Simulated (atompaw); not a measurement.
# Pseudopotential generation for vanadium: PAW (atompaw), PBE, scalar-relativistic.

* Element: vanadium (V)
* Generator: atompaw 4.2.0.5
* Type: PAW
* Functional: PBE
* Relativity: scalar-relativistic
* Frozen core: [Ne] 3s2
* Valence charge: 11
* Reference configuration: 3p6 3d3 4s2 4p0
* Partial waves: 4s (bound): rc 2.70 bohr; 4s channel at 1.4 Ry: rc 2.70 bohr; 3p (bound): rc 1.30 bohr; 4p (bound, empty): rc 1.70 bohr; 3d (bound): rc 1.65 bohr; 3d channel at 0.25 Ry: rc 1.65 bohr
* Local potential: bessel scheme, radius 1.90 bohr
* Core correction: smooth core density matched at 2.65 bohr
* Augmentation charge: sinc compensation charge, radius 1.95 bohr; PAW radius 2.70 bohr; waves and projectors: custom polynom2 7 10 vanderbiltortho

All-electron outer shells of the reference configuration (PBE, scalar-relativistic, ld1.x):

| shell | level (eV) | outermost node (bohr) | outermost maximum (bohr) |
| --- | --- | --- | --- |
| 2p | -503.16 | – | 0.21 |
| 3s | -70.24 | 0.38 | 0.82 |
| 3p | -44.04 | 0.35 | 0.84 |
| 3d | -5.16 | – | 0.90 |
| 4s | -4.70 | 1.17 | 2.76 |
| 4p | -1.44 | 1.30 | 3.63 |

Question: Estimate the cutoffs (Ry, on a coarse ladder) from which the occupation-weighted sum of valence levels, in a spherical-Bessel basis at the reference potential, stays within 10 and 1 mRy of its value at 400 Ry.

Answer: 180 Ry and over 300 Ry.

Question: Does the potential have ghost states?

Answer: No extra level below or beside the all-electron valence levels (s, p, d, f tested).

Question: Is the overlap operator S = 1 + Σ q|β⟩⟨β| positive definite (Bessel basis up to 400 Ry)?

Answer: Yes: its lowest eigenvalue is 0.70 (p channel).

Question: Which valence shell sets the plane-wave cutoff?

Answer: 3p: its level needs 200 Ry to come within 1 mRy, against 140 Ry for 3d.
